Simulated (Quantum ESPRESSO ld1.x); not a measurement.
Task: The table gives one normalised radial function P(r) = r R(r) (large component) of Lu4+ in [Kr] 4d10 4f14 5s2 5p5 (r in bohr). All-electron calculation, Dirac Kohn-Sham, relativistic LDA (MacDonald-Vosko exchange, VWN5 correlation), spin-unpolarised, spherical densities, point nucleus; open shells are shared between the two j in proportion to 2j + 1. Program: ld1.x of Quantum ESPRESSO 7.5.

r,P
0.002821,0.1176
0.003732,0.1382
0.004939,0.1577
0.006482,0.1724
0.008577,0.1776
0.01135,0.1655
0.0149,0.1286
0.01971,0.0579
0.02608,-0.0459
0.03423,-0.1627
0.04529,-0.2591
0.05992,-0.2681
0.07866,-0.1402
0.1041,0.1178
0.1377,0.3607
0.1807,0.3619
0.2391,0.0120
0.3164,-0.4572
0.4153,-0.5638
0.5495,-0.0862
0.7271,0.6500
0.9544,1.0768
1.263,0.9886
1.671,0.5860
2.193,0.2304
2.902,0.0524
3.839,0.0061

Which n and l does it have? It may be an empty orbital.

Result: n = 5, l = 0: the number of nodes gives n - l - 1 = 4, the rise at small r points to l (this Dirac orbital starts as r^gamma with gamma = sqrt((l + 1)^2 - (Z/c)^2) = 0.86; the j = 1/2 orbital of l + 1 starts with the same power, but with a smaller coefficient, and then steepens), and the extent must fit the shell. The curve is that of 5s1/2. 5s1/2: eigenvalue -103.56 eV, 4 radial nodes at r = 0.0233, 0.0926, 0.241, 0.568 bohr, <r> = 1.16 bohr, 90 % of the charge inside 1.66 bohr.
